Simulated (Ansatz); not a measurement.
Program: Ansatz. Geometries: PBE0-D4/def2-TZVP. ΔE: electronic, gas phase. CCSD(T)/CBS is the MP2 limit (def2-TZVPP, def2-QZVPP) plus CCSD(T) − MP2 in def2-TZVPP, frozen cores. DFT in def2-TZVPP. One conformer a species, not always the lowest.

Consider the isomerisation: `CCC[SiH2]O` → `CO[SiH](C)C`.

```
        level  ΔE (kcal/mol)
      ωB97X-V           -2.8
MP2/CBS(def2)           -0.9
```

**Question.** What does CCSD(T)/CBS give? (Best estimate.)

**Answer.** Computed: -1.7 kcal/mol. The listed levels differ from it by -1.1, 0.8 kcal/mol.

Largest T1 diagnostic among the species: 0.010.

In def2-TZVPP, CCSD(T) changes the Hartree–Fock value by +2.1 kcal/mol (the triples alone add +0.1 kcal/mol) and MP2 by +2.8 kcal/mol.
